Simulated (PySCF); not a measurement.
## How methods differ on the ionisation energy of S²⁺

S²⁺ [Ne] 3s2 3p2 (3P) → S³⁺ [Ne] 3s2 3p1 (2P), as a difference of total energies. Calculation: PySCF 2.14, in x2c-QZVPPall with one added diffuse shell each of s, p, d, f type (10s7p5d3f1g, 86 functions); scalar relativity by spin-free X2C-1e. Correlated levels: valence: [Ne] frozen. The calculations carry no spin-orbit coupling.

```
           method  ionisation energy (eV)
              UHF                  34.150
    MP2 (valence)                  34.676
SCS-MP2 (valence)                  34.580
   CCSD (valence)                  34.709
CCSD(T) (valence)                  34.747
```

Task: How much does correlation contribute at CCSD(T) (valence)?

Result: 34.747 − (34.150) = 0.597 eV, measured against UHF.

The reference lies between the lowest fine-structure levels, while these numbers refer to the centres of the terms.

Errors of the correlated levels include the incompleteness of this basis and the frozen core.

For comparison: 34.86 ± 0.04 eV (semi-empirical (NIST evaluation); NIST Atomic Spectra Database, ionization energies).
